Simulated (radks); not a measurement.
Spherical quantum dot in the effective-mass picture: electrons in a hard-walled sphere of radius 2.87, with a point charge +1 (a donor) at the centre, all in effective atomic units (hartree* = m*/eps^2 hartree, bohr* = eps/m* bohr), one dielectric constant everywhere. Calculated with a radial shooting solver with Libxc functionals: non-relativistic Kohn-Sham, LDA (Slater exchange, Perdew-Wang correlation), spin-polarised, spherical densities. Levels are named by radial order and angular momentum (1s, 1p, 1d, 2s, ...), and open shells are averaged over m. Results are scaled to m* = 0.423 and eps = 10.1, for which hartree* = 112.8 meV and bohr* = 1.264 nm. Each electron was tried in the lowest free levels, single moves between levels near the top were tried too, and the lowest total energy was kept; such a search can miss a lower state. At N = 1 the Hartree and exchange-correlation terms need not cancel, so that row can carry a self-interaction error.

N	open shells	2S	E (meV)	mu = E(N) - E(N-1) (meV)	addition energy mu(N+1) - mu(N) (meV)	e(HOMO) (meV)	rms radius (nm)
1	1s(up 1, down 0)	1	-42.1640	-42.164	79.60	-10.428	1.583
2	none	0	-4.72977	37.434	144.3	66.915	1.713
3	1p(up 1, down 0)	1	177.035	181.76	50.23	206.48	1.931
4	1p(up 2, down 0)	2	409.029	231.99	51.63	257.70	2.043
5	1p(up 3, down 0)	3	692.651	283.62	66.02	309.60	2.117
6	1p(up 3, down 1)	2	1042.29	349.64	49.10	373.92	2.173
7	1p(up 3, down 2)	1	1441.03	398.74	50.15	423.72	2.216
8	none	0	1889.92	448.89	128.9	474.12	2.252
9	1d(up 1, down 0)	1	2467.71	577.79	48.10	601.79	2.296
10	1d(up 2, down 0)	2	3093.61	625.90	48.37	650.05	2.332
11	1d(up 3, down 0)	3	3767.88	674.27	48.51	698.51	2.362
12	1d(up 4, down 0)	4	4490.66	722.78	48.59	747.07	2.389
13	1d(up 5, down 0)	5	5262.03	771.37	61.85	795.68	2.412
14	1d(up 5, down 1)	4	6095.25	833.22	47.35	856.85	2.432
15	1d(up 5, down 2)	3	6975.83	880.58	47.61	904.35	2.451
16	1d(up 5, down 3)	2	7904.01	928.18	47.76	952.04	2.468
17	1d(up 5, down 4)	1	8879.95	975.94	47.85	999.86	2.483
18	none	0	9903.75	1023.8	97.50	1047.7	2.498
19	2s(up 1, down 0)	1	11025.0	1121.3	78.82	1153.6	2.489
20	none	0	12225.1	1200.1	62.42	1232.8	2.479
21	1f(up 1, down 0)	1	13487.7	1262.5	46.72	1285.9	2.495
22	1f(up 2, down 0)	2	14796.9	1309.2	46.77	1333.8	2.510
23	1f(up 3, down 0)	3	16152.9	1356.0	44.48	1384.1	2.523
24	2s(up 1, down 0) 1f(up 5, down 0)	6	17553.4	1400.5	45.85	1422.9	2.558
25	2s(up 1, down 0) 1f(up 6, down 0)	7	18999.8	1446.3	46.92	1469.8	2.570
26	2s(up 1, down 0) 1f(up 7, down 0)	8	20493.0	1493.3	58.94	1516.7	2.580
27	1f(up 7, down 0)	7	22045.2	1552.2	47.96	1584.9	2.570
28	2s(up 1, down 0) 1f(up 7, down 2)	6	23645.4	1600.2	45.45	1622.4	2.599
29	2s(up 1, down 0) 1f(up 7, down 3)	5	25291.0	1645.6	46.36	1668.8	2.608
30	2s(up 1, down 0) 1f(up 7, down 4)	4	26983.0	1692.0	46.40	1715.2	2.617
31	2s(up 1, down 0) 1f(up 7, down 5)	3	28721.3	1738.4	-	1761.6	2.625

All shells are closed at N = 2, 8, 18, 20 (there: 1s2 1p6 1d10 2s2); the second difference of the energy has clear peaks (12 % above both neighbours; the first and last values, which can be the largest, are not judged, and half-filled shells can peak too) at N = 2, 5, 8, 13, 18, 26.
